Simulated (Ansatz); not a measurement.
**A ladder of methods for CsF (SMILES [F][Cs])**

The species is CsF (2 atoms), meant as a singlet with charge 0. As SMILES, `[F][Cs]`. The bond length is the measured one. The run starts from this shape.

```jsonl
{"atom": "F", "x (Å)": "0.0000", "y (Å)": "0.0000", "z (Å)": "0.0000"}
{"atom": "Cs", "x (Å)": "0.0000", "y (Å)": "0.0000", "z (Å)": "2.3454"}
```

Quantity: the adiabatic ionisation energy (to the doublet cation, no zero-point term), in eV. The values are calculated.

| level | kind | program | value (eV) | less CCSD(T)/def2-TZVP |
| --- | --- | --- | --- | --- |
| SVWN5/def2-TZVP (core potential) | LDA | Ansatz | 9.90 | +1.45 |
| PBE-D3(BJ)/def2-TZVP (core potential) | GGA | Ansatz | 9.17 | +0.72 |
| r2SCAN/def2-TZVP (core potential) | meta-GGA | Ansatz | 8.85 | +0.40 |
| B3LYP-D4/def2-TZVP (core potential) | global hybrid | Ansatz | 8.96 | +0.51 |
| wB97X-V/def2-TZVP (core potential) | range-separated hybrid | Ansatz | 8.78 | +0.33 |
| CCSD(T)/def2-TZVP (core potential) | coupled cluster or CI | Ansatz | 8.45 | 0.00 |

CCSD(T)/def2-TZVP (core potential) is the highest level here, not the true value. Spin-orbit coupling, which can split open shells on such heavy atoms by tenths of an eV, is left out. The values span 8.45 to 9.90 eV.
